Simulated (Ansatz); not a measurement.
GeH₄ + `NC(F)[SiH2]O` → `N[CH](F)[GeH3]` + `O[SiH3]`  (redistribution)

Computed with Ansatz on PBE0-D4/def2-TZVP structures; ΔE is electronic, products minus reactants. CCSD(T)/CBS is the MP2 limit (def2-TZVPP, def2-QZVPP) plus CCSD(T) − MP2 in def2-TZVPP, frozen cores. Functionals use def2-TZVPP. B3LYP here is the variant with VWN-RPA as its local correlation; programs differ in this. For Ge outer-core shells are correlated without core-valence functions, which leaves a few kJ/mol of doubt a bond. Scalar relativity is left out up to krypton. Each species was taken in one conformer, which may not be the lowest.

Task: Is it downhill or uphill in electronic energy at CCSD(T)/CBS, and by how much? (Best estimate.)

Result: The calculation gave: Uphill: ΔE = +10.5 kJ/mol.

Task: What do these levels give: PBE0-D4, B3LYP-D4, ωB97M-V, PBE, r2SCAN, PBE0, B3LYP, MP2/def2-TZVPP, SCS-MP2/def2-TZVPP, SCS-MP2/def2-QZVPP, HF/CBS(def2), MP2/CBS(def2)? (Estimate.)

Result: Computed: PBE0-D4 15.2, B3LYP-D4 15.0, ωB97M-V 15.2, PBE 14.3, r2SCAN 15.4, PBE0 14.2, B3LYP 13.5, MP2/def2-TZVPP 7.9, SCS-MP2/def2-TZVPP 7.6, SCS-MP2/def2-QZVPP 8.5, HF/CBS(def2) 13.5, MP2/CBS(def2) 8.6 kJ/mol.

Largest T1 diagnostic among the species: 0.012.
